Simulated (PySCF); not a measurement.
## Oxygen: a sound run and one with changed settings

Sound run: O⁺ [He] 2s2 2p3, O²⁺ [He] 2s2 2p2. All numbers are calculated (PySCF 2.14, the spin-free X2C one-electron Hamiltonian (Gaussian nucleus), in aug-cc-pVDZ-DK (4s3p2d, 23 functions)). In the sound run the correlated levels freeze 1s2. The sound run starts from symmetry-adapted Hartree-Fock orbitals and uses a fine grid where one is needed.

Changed run: initial guess atom, at most 50 SCF cycles, level shift 0.5 hartree.

```
species   method  sound run (hartree)  changed run (hartree)  converged
     O⁺      UHF            -74.40588              -74.40588        yes
     O⁺   M06-2X            -74.59985              -74.59985        yes
     O⁺     BP86            -74.59823              -74.59823        yes
     O⁺      MP2            -74.47813              -74.46561        yes
     O⁺  CCSD(T)            -74.49488              -74.49488        yes
    O²⁺      UHF            -73.13623              -73.13623        yes
    O²⁺   M06-2X            -73.30821              -73.30821        yes
    O²⁺     BP86            -73.30051              -73.30051        yes
    O²⁺      MP2            -73.19255              -73.18209        yes
    O²⁺  CCSD(T)            -73.21586              -73.21586        yes
```

Ionisation energy of O⁺:

```
 method  sound run (eV)  changed run (eV)
    UHF          34.549            34.549
 M06-2X          35.147            35.147
   BP86          35.313            35.313
    MP2          34.982            34.926
SCS-MP2          34.784            34.764
   CCSD          34.800            34.800
CCSD(T)          34.804            34.804
```

A level shift leaves the converged SCF energy unchanged but raises the virtual orbital energies, which shrinks MP2 if it is not removed.

For comparison, NIST gives 35.121 eV between the lowest levels.
